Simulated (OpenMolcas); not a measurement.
**ZrN at 1.683 Å: OpenMolcas input and output**

Input (each module block was a call of its own in one work directory; start orbitals came from a preliminary run):

```
&GATEWAY
Coord
2
angstrom
Zr 0.0 0.0 0.0
N 0.0 0.0 1.6830
Basis=ANO-RCC-VDZP
Group=XY
RX2C
AMFI
ANGMom
0.0 0.0 0.0
RICD
&SEWARD
&GUESSORB
&RASSCF
FileOrb=$CurrDir/o21.orb
Symmetry=1
Spin=2
nActEl=7 0 0
Inactive=12 8
RAS2=5 4
CIRoot=5 5 1
Linear
Iterations=120 100
OrbListing=Nothing
PRWF=0.15
>>COPY $Project.RasOrb $CurrDir/o21.orb
>>COPY $Project.rasscf.h5 $CurrDir/r21.h5
&CASPT2
XMultistate=all
Imaginary=0.2
IPEA=0.25
MaxIter=40
>>COPY $Project.JobMix JOB001
&RASSCF
FileOrb=$CurrDir/o22.orb
Symmetry=2
Spin=2
nActEl=7 0 0
Inactive=12 8
RAS2=5 4
CIRoot=4 4 1
Linear
Iterations=120 100
OrbListing=Nothing
PRWF=0.15
>>COPY $Project.RasOrb $CurrDir/o22.orb
>>COPY $Project.rasscf.h5 $CurrDir/r22.h5
&CASPT2
XMultistate=all
Imaginary=0.2
IPEA=0.25
MaxIter=40
>>COPY $Project.JobMix JOB002
```

```bash
pymolcas m.inp
```

RASSCF and CASPT2 output of these blocks, in excerpt:

```
++    Wave function specifications:
      Number of closed shell electrons          40
      Number of electrons in active shells       7
      Number of inactive orbitals               20
      Number of active orbitals                  9
      Number of secondary orbitals              28
      Spin quantum number                      0.5
      State symmetry                             1
++    Orbital specifications:
      Symmetry species                           1   2
                                                 a   b
      Frozen orbitals                            0   0
      Inactive orbitals                         12   8
      Active orbitals                            5   4
      RAS2 orbitals                              5   4
      Secondary orbitals                        14  14
      Number of basis functions                 31  26
      printout of CI-coefficients larger than  0.15 for root  1
      energy=   -3650.745515
      conf/sym  11111 2222     Coeff  Weight
          2155  0200u 2200   0.93995 0.88351
      printout of CI-coefficients larger than  0.15 for root  2
      energy=   -3650.695588
      conf/sym  11111 2222     Coeff  Weight
          1735  020u0 2200  -0.93545 0.87507
      printout of CI-coefficients larger than  0.15 for root  3
      energy=   -3650.695588
      conf/sym  11111 2222     Coeff  Weight
          1525  02u00 2200   0.93545 0.87507
      printout of CI-coefficients larger than  0.15 for root  4
      energy=   -3650.650038
      conf/sym  11111 2222     Coeff  Weight
          2225  0ud0u 2200   0.80576 0.64925
          2505  0uu0d 2200  -0.47448 0.22513
      printout of CI-coefficients larger than  0.15 for root  5
      energy=   -3650.650038
      conf/sym  11111 2222     Coeff  Weight
          2330  0u0du 2200   0.80576 0.64925
          2575  0u0ud 2200  -0.47447 0.22513
      Natural orbitals and occupation numbers for root  1
      sym 1:   0.061334   1.932795   0.005856   0.005856   0.997556
      sym 2:   1.936978   1.936978   0.061323   0.061323
      Natural orbitals and occupation numbers for root  2
      sym 1:   0.062451   1.924267   0.001746   0.999727   0.013012
      sym 2:   1.939191   1.939191   0.060208   0.060208
      Natural orbitals and occupation numbers for root  3
      sym 1:   0.062451   1.924267   0.999727   0.001746   0.013012
      sym 2:   1.939191   1.939191   0.060208   0.060208
      Natural orbitals and occupation numbers for root  4
      sym 1:   0.018902   0.925189   0.999326   0.001374   1.057421
      sym 2:   1.936575   1.936575   0.062319   0.062319
      Natural orbitals and occupation numbers for root  5
      sym 1:   0.018902   0.925192   0.001374   0.999326   1.057418
      sym 2:   1.936574   1.936574   0.062320   0.062320
      RASSCF energy for state  5                  -3650.65003818
::    RASSCF root number  1 Total energy:  -3650.74551475
::    RASSCF root number  2 Total energy:  -3650.69558816
::    RASSCF root number  3 Total energy:  -3650.69558816
::    RASSCF root number  4 Total energy:  -3650.65003819
::    RASSCF root number  5 Total energy:  -3650.65003818
      Von Neumann Entropy (Root   1) =  1.14941
++    Wave function specifications:
      Number of closed shell electrons           8
      Number of electrons in active shells       7
      Number of inactive orbitals                4
      Number of active orbitals                  9
      Number of secondary orbitals              28
      Spin quantum number                      0.5
      State symmetry                             1
      Number of CSFs                          3024
      Number of CASSCF root(s) available         5
      CASPT2 state passed to geometry opt.       5
      A file JOBMIX will be created
      This is a MULTI-STATE CASSCF reference
      Number of CI roots used                    5
      These are:                                 1   2   3   4   5
      Off-diagonal elements of Heff are computed
  FINAL CASPT2 RESULT:
      Reference energy:       -3650.7455147484
      E2 (Non-variational):      -0.3198038825
      Shift correction:          -0.0018459207
      E2 (Variational):          -0.3216498032
      Total energy:           -3651.0671645516
      Reference weight:           0.90413
  FINAL CASPT2 RESULT:
      Reference energy:       -3650.6955881637
      E2 (Non-variational):      -0.3228894334
      Shift correction:          -0.0016260470
      E2 (Variational):          -0.3245154804
      Total energy:           -3651.0201036440
      Reference weight:           0.90653
  FINAL CASPT2 RESULT:
      Reference energy:       -3650.6955881563
      E2 (Non-variational):      -0.3228895761
      Shift correction:          -0.0016261098
      E2 (Variational):          -0.3245156859
      Total energy:           -3651.0201038422
      Reference weight:           0.90653
  FINAL CASPT2 RESULT:
      Reference energy:       -3650.6500381893
      E2 (Non-variational):      -0.3265826809
      Shift correction:          -0.0020657390
      E2 (Variational):          -0.3286484199
      Total energy:           -3650.9786866092
      Reference weight:           0.89877
  FINAL CASPT2 RESULT:
      Reference energy:       -3650.6500381816
      E2 (Non-variational):      -0.3265805352
      Shift correction:          -0.0020659990
      E2 (Variational):          -0.3286465342
      Total energy:           -3650.9786847158
      Reference weight:           0.89877
       Total XMS-CASPT2 energies:
::    XMS-CASPT2 Root  1     Total energy:  -3651.06716455
::    XMS-CASPT2 Root  2     Total energy:  -3651.02021301
::    XMS-CASPT2 Root  3     Total energy:  -3651.02021103
::    XMS-CASPT2 Root  4     Total energy:  -3650.97857848
::    XMS-CASPT2 Root  5     Total energy:  -3650.97857630
++    Wave function specifications:
      Number of closed shell electrons          40
      Number of electrons in active shells       7
      Number of inactive orbitals               20
      Number of active orbitals                  9
      Number of secondary orbitals              28
      Spin quantum number                      0.5
      State symmetry                             2
      printout of CI-coefficients larger than  0.15 for root  1
      energy=   -3650.640940
      conf/sym  11111 2222     Coeff  Weight
          1221  02002 2u00  -0.40710 0.16573
          1222  02002 u200   0.68033 0.46285
          1837  02u0u 2d00   0.34384 0.11823
          1982  020uu d200   0.34384 0.11823
      printout of CI-coefficients larger than  0.15 for root  2
      energy=   -3650.640940
      conf/sym  11111 2222     Coeff  Weight
          1221  02002 2u00  -0.68033 0.46285
          1222  02002 u200  -0.40710 0.16573
          1838  02u0u d200  -0.34384 0.11823
          1981  020uu 2d00   0.34384 0.11823
      printout of CI-coefficients larger than  0.15 for root  3
      energy=   -3650.640651
      conf/sym  11111 2222     Coeff  Weight
          1838  02u0u d200   0.67666 0.45787
          1981  020uu 2d00   0.67666 0.45787
      printout of CI-coefficients larger than  0.15 for root  4
      energy=   -3650.640651
      conf/sym  11111 2222     Coeff  Weight
          1837  02u0u 2d00   0.67666 0.45787
          1982  020uu d200  -0.67666 0.45787
      Natural orbitals and occupation numbers for root  1
      sym 1:   0.046420   1.950142   0.187644   0.179626   1.634806
      sym 2:   1.120403   1.809041   0.024529   0.047389
      Natural orbitals and occupation numbers for root  2
      sym 1:   0.046420   1.950142   0.187644   0.179626   1.634806
      sym 2:   1.809041   1.120403   0.047389   0.024529
      Natural orbitals and occupation numbers for root  3
      sym 1:   0.047510   1.950472   0.501208   0.501208   0.998607
      sym 2:   1.462134   1.462134   0.038364   0.038364
      Natural orbitals and occupation numbers for root  4
      sym 1:   0.047510   1.950472   0.501208   0.501208   0.998607
      sym 2:   1.462134   1.462134   0.038364   0.038364
      RASSCF energy for state  4                  -3650.64065089
::    RASSCF root number  1 Total energy:  -3650.64093976
::    RASSCF root number  2 Total energy:  -3650.64093976
::    RASSCF root number  3 Total energy:  -3650.64065089
::    RASSCF root number  4 Total energy:  -3650.64065089
      Von Neumann Entropy (Root   1) =  1.83694
++    Wave function specifications:
      Number of closed shell electrons           8
      Number of electrons in active shells       7
      Number of inactive orbitals                4
      Number of active orbitals                  9
      Number of secondary orbitals              28
      Spin quantum number                      0.5
      State symmetry                             2
      Number of CSFs                          3024
      Number of CASSCF root(s) available         4
      CASPT2 state passed to geometry opt.       4
      A file JOBMIX will be created
      This is a MULTI-STATE CASSCF reference
      Number of CI roots used                    4
      These are:                                 1   2   3   4
      Off-diagonal elements of Heff are computed
  FINAL CASPT2 RESULT:
      Reference energy:       -3650.6409397568
      E2 (Non-variational):      -0.3228691738
      Shift correction:          -0.0032528308
      E2 (Variational):          -0.3261220046
      Total energy:           -3650.9670617615
      Reference weight:           0.89111
  FINAL CASPT2 RESULT:
      Reference energy:       -3650.6409397568
      E2 (Non-variational):      -0.3228691738
      Shift correction:          -0.0032528308
      E2 (Variational):          -0.3261220046
      Total energy:           -3650.9670617615
      Reference weight:           0.89111
  FINAL CASPT2 RESULT:
      Reference energy:       -3650.6406508937
      E2 (Non-variational):      -0.3082849826
      Shift correction:          -0.0015581705
      E2 (Variational):          -0.3098431531
      Total energy:           -3650.9504940468
      Reference weight:           0.91039
  FINAL CASPT2 RESULT:
      Reference energy:       -3650.6406508936
      E2 (Non-variational):      -0.3082849826
      Shift correction:          -0.0015581705
      E2 (Variational):          -0.3098431531
      Total energy:           -3650.9504940468
      Reference weight:           0.91039
       Total XMS-CASPT2 energies:
::    XMS-CASPT2 Root  1     Total energy:  -3650.96709634
::    XMS-CASPT2 Root  2     Total energy:  -3650.96709634
::    XMS-CASPT2 Root  3     Total energy:  -3650.95045947
::    XMS-CASPT2 Root  4     Total energy:  -3650.95045947
```

Only roots inside an energy window near the equilibrium distance were included, so the list of states is not complete; labels number the states computed. Each spin and symmetry block has orbitals of its own, averaged over its own roots, so gaps between blocks are less sure than gaps within one and near the minimum can be off by tenths of an eV, in bad cases by more. No Rydberg orbitals are active, so Rydberg states, and σ→σ* states whose orbital the CASSCF left unused, can be missing between those listed. No roots were computed in block 4a (none fell in the window or the block failed), so states of that kind are missing and can lie low or lowest. For d and f metals this valence active space lacks a second d shell: the order of states is not reliable within half an eV or more, and the lowest computed state need not be the true ground state.
